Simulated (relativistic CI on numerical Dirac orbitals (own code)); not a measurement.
Crystal-field levels of W⁴⁺, 5d2

Calculated by Dirac-Coulomb-Breit CI, separate exchange-only KLI orbitals for each configuration, model QED (radiative potential, 1s self-energy scaled to tabulated hydrogen-like ionisation energies), valence Slater integrals scaled by 0.75, one configuration in a parametric crystal field (own radial code).

Field parameters in Wybourne normalisation: D3d B²₀ = −7Dσ, B⁴₀ = −14Dq − 21Dτ, B⁴₃ = −14√(10/7) Dq; D4h B²₀ = −7Ds, B⁴₀ = 21(Dq − Dt), B⁴₄ = 21√(5/14) Dq; Td as Oh with Dq negative (B⁴₀ = 21Dq, B⁴₄ = √(5/14) B⁴₀). The field is a parameter set, without covalency.

S and J are read from ⟨S²⟩ = S(S + 1) and ⟨J²⟩ = J(J + 1) of each level; they are not fictitious spins.

D3d, 10Dq = 24900, Dσ = 360, Dτ = 60 cm⁻¹, the lowest 16 levels:

| E (cm⁻¹) | Degeneracy | Irrep | S | J |
| --- | --- | --- | --- | --- |
| 0.0 | 2 | E | 0.97 | 2.54 |
| 448 | 2 | E | 0.97 | 2.60 |
| 760 | 1 | A1 | 0.96 | 2.62 |
| 4127 | 1 | A2 | 1.00 | 3.28 |
| 4896 | 2 | E | 1.00 | 3.30 |
| 5824 | 1 | A1 | 0.97 | 3.50 |
| 10740 | 1 | A1 | 0.17 | 3.19 |
| 11592 | 2 | E | 0.16 | 3.15 |
| 12808 | 2 | E | 0.14 | 3.12 |
| 23573 | 1 | A1 | 0.23 | 2.94 |
| 25533 | 1 | A2 | 1.00 | 3.01 |
| 26317 | 1 | A1 | 0.97 | 2.99 |
| 26453 | 2 | E | 0.97 | 2.96 |
| 27197 | 2 | E | 0.99 | 3.39 |
| 27965 | 1 | A2 | 0.98 | 3.44 |
| 28022 | 2 | E | 0.99 | 3.45 |

Td, 10Dq = -13850 cm⁻¹, the lowest 16 levels:

```tsv
E (cm⁻¹)	Degeneracy	Irrep	S	J
0.0	3	T2	0.99	2.81
7618	2	E	0.50	2.59
13987	1	A2	1.00	3.00
14448	3	T2	0.99	3.20
15285	3	T1	0.99	3.17
15962	1	A1	0.50	2.95
16681	2	E	0.75	2.72
21146	3	T2	0.98	2.82
21537	3	T1	0.95	2.68
22092	2	E	0.96	3.35
23399	1	A1	0.71	2.59
23721	3	T2	0.33	2.77
27594	3	T1	0.28	3.65
33142	2	E	0.99	2.60
33372	1	A1	0.98	3.51
33911	3	T1	0.93	3.26
```

D4h, 10Dq = 43850, Ds = -1220, Dt = 1170 cm⁻¹, the lowest 16 levels:

```csv
E (cm⁻¹),Degeneracy,Irrep,S,J
0.0,1,B1,0.99,2.55
178,1,B2,0.99,2.67
793,1,A1,0.71,3.00
1431,2,E,0.97,2.84
3801,1,A2,1.00,3.30
6292,1,A1,0.52,3.15
10193,2,E,0.52,3.16
11532,1,A1,0.98,3.14
12596,2,E,0.75,3.19
20293,1,B2,0.07,3.13
20627,1,B1,0.05,3.18
30097,1,A1,0.12,2.89
34263,1,B1,1.00,3.30
34329,2,E,0.99,3.22
42422,2,E,0.99,1.87
42429,1,A1,0.99,1.96
```

D3d, 10Dq = 35600, Dσ = -280, Dτ = 410 cm⁻¹, the lowest 16 levels:

```csv
E (cm⁻¹),Degeneracy,Irrep,S,J
0.0,2,E,0.98,2.62
813,2,E,0.97,2.69
1452,1,A1,0.96,2.72
4099,1,A2,1.00,3.34
5379,2,E,0.99,3.22
5934,1,A1,0.97,3.45
10685,1,A1,0.14,3.16
11695,2,E,0.12,3.15
13452,2,E,0.08,3.24
24637,1,A1,0.12,2.83
37584,1,A2,1.00,3.01
38100,1,A1,0.99,3.00
38368,2,E,0.99,3.03
39268,2,E,0.99,3.36
39877,2,E,0.99,3.30
40034,1,A2,0.99,3.40
```

The free-ion ground term has S = 1. Every field shown keeps that spin.

Levels of this model without a field, named by their leading LS term (the scale mimics covalency, so terms lie below those of the real free ion): 3F_2 0, 3F_3 5587, 3F_4 10383, 3P_0 11629, 1D_2 13015, 3P_1 14725, 1G_4 20184, 3P_2 20923 cm⁻¹.
